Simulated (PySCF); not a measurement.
B3LYP has the VWN-RPA correlation part, as in Gaussian. 

Z-matrix (Å, degrees):
```
B
N 1 1.3992
H 2 1.0035 1 122.57
H 2 1.0116 3 113.35 1 179.99
N 1 1.3992 2 127.78 3 180.00
H 5 1.0035 1 122.57 2 -180.00
H 5 1.0116 6 113.35 1 -179.99
```
Charge 0, spin multiplicity 2.

Q: Estimate the dipole moment, highest occupied spin orbital and total energy that PySCF with B3LYP-D3(BJ)/def2-TZVP returns for this input.

A: 
```
Item                                  Value
-----------------------------  ------------
dipole moment                        1.64 D
highest occupied spin orbital      -4.91 eV
total energy                   -136.8402 Ha
```
